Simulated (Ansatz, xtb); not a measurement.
# Relative energy of two isomers of C7H7NS

Structure a is `N/C=C1/C=CC=CC1=S`, a singlet and structure b is `[H]/N=C/c1ccccc1S`, a singlet. Both are isolated molecules in the gas phase, relaxed with r2SCAN-D4/def2-SVP; the shapes shown needn't be the lowest conformers.

a (Å):

| atom | x (Å) | y (Å) | z (Å) |
| --- | --- | --- | --- |
| C | 0.3167 | -0.7406 | -1.0073 |
| C | -0.4888 | -0.7712 | 0.1536 |
| C | -1.8634 | -0.4175 | -0.0186 |
| C | -2.7443 | -0.4104 | 1.0364 |
| C | -2.2670 | -0.7648 | 2.3249 |
| C | -0.9480 | -1.1117 | 2.5301 |
| C | 0.0111 | -1.1361 | 1.4699 |
| N | 1.5993 | -1.0344 | -1.0387 |
| S | 1.6249 | -1.5796 | 1.8220 |
| H | 2.0193 | -1.3107 | -0.0928 |
| H | 2.1174 | -0.9912 | -1.9096 |
| H | -0.1584 | -0.4510 | -1.9541 |
| H | -2.2042 | -0.1482 | -1.0247 |
| H | -3.7921 | -0.1377 | 0.8888 |
| H | -2.9582 | -0.7633 | 3.1739 |
| H | -0.5918 | -1.3829 | 3.5275 |

b (Å):

```xyz
16

C    -0.5546   -0.2210   -1.3804
C    -0.7141   -0.7109   -0.0003
C    -1.6959   -1.6795    0.2786
C    -1.8827   -2.1714    1.5653
C    -1.0759   -1.6918    2.6056
C    -0.0965   -0.7325    2.3553
C     0.0973   -0.2311    1.0562
N    -1.2837   -0.6494   -2.3387
S     1.3425    0.9919    0.7249
H    -1.0196   -0.1893   -3.2152
H     0.2382    0.5406   -1.5244
H    -2.3020   -2.0248   -0.5634
H    -2.6505   -2.9240    1.7634
H    -1.2080   -2.0669    3.6248
H     0.5260   -0.3674    3.1776
H     1.7804    1.0749    1.9994
```

Estimate which is lower in electronic energy at CCSD(T)/def2-SVP + ΔMP2/def2-TZVPP, and by roughly how much.

CCSD(T)/def2-SVP + ΔMP2/def2-TZVPP gives E(b) − E(a) = −0.47 kcal/mol, slightly favouring structure b, which is too small a margin to settle the true order.

Level by level:

| level | geometry | E(b) − E(a) (kcal/mol) | departure from the last row (kcal/mol) | job, with rough time for the two |
| --- | --- | --- | --- | --- |
| GFN2-xTB | GFN2-xTB | +4.74 | +5.20 | optimisation, 0.45 s |
| HF/STO-3G | GFN2-xTB | −28.18 | −27.71 | single point, 1.3 s |
| r2SCAN-D4/def2-SVP//GFN2-xTB | GFN2-xTB | +8.98 | +9.45 | single point, 8.1 s |
| r2SCAN-D4/def2-SVP | r2SCAN-D4/def2-SVP | +8.95 | +9.42 | optimisation, 68 s |
| HF/def2-SVP | r2SCAN-D4/def2-SVP | −4.04 | −3.58 | part of the CCSD(T) run |
| MP2/def2-SVP | r2SCAN-D4/def2-SVP | −1.38 | −0.92 | part of the CCSD(T) run |
| CCSD(T)/def2-SVP | r2SCAN-D4/def2-SVP | −2.50 | −2.03 | single point |
| CCSD(T)/def2-SVP + ΔMP2/def2-TZVPP | r2SCAN-D4/def2-SVP | −0.47 |  | single point, 5.3 min |

As drawn, b has 1 C=N, 6 C∷C, 1 C–S, 1 S–H in place of 1 C–N, 3 C=C, 3 C–C, 1 C=S, 1 N–H (∷ is an aromatic bond). Structure a has a 6-membered ring, b a 6-membered ring (with an aromatic ring).

The largest departure from CCSD(T)/def2-SVP + ΔMP2/def2-TZVPP is that of HF/STO-3G, 27.71 kcal/mol. No reliable frequencies are at hand for a, so it isn't confirmed as a minimum. The last row adds to CCSD(T) the change of the MP2 difference between the two basis sets, here +2.03 kcal/mol.

The T1 diagnostic of structure a is large, so the coupled-cluster value is less sure. The correlated steps freeze 13 core orbitals. Programs: Ansatz 0.2.0, xtb 6.7.1; the last row on 2 threads of Intel(R) Xeon(R) Platinum 8488C (Sapphire Rapids) on a shared host.
